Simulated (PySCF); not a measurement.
# Correlation energy of Si⁻ (silicon, charge -1)

[Ne] 3s2 3p3, high-spin 4S determinant. All numbers are calculated (PySCF 2.14, scalar relativity by spin-free X2C-1e, in aug-cc-pCVTZ-DK with one added diffuse shell each of s, p, d, f type (9s8p6d4f, 91 functions)). Frozen: [Ne]; 5 electrons correlated.

| level | correlation energy (mhartree) |
| --- | --- |
| CCSD | -92.54 |
| (T) | -4.81 |
| CCSD(T) | -97.35 |

Diagnostics: T1 = 0.0078, D1 = 0.0162, largest double amplitude 0.046.

Cost of the coupled-cluster step: of the order of 25 core-seconds, for 5 correlated electrons.
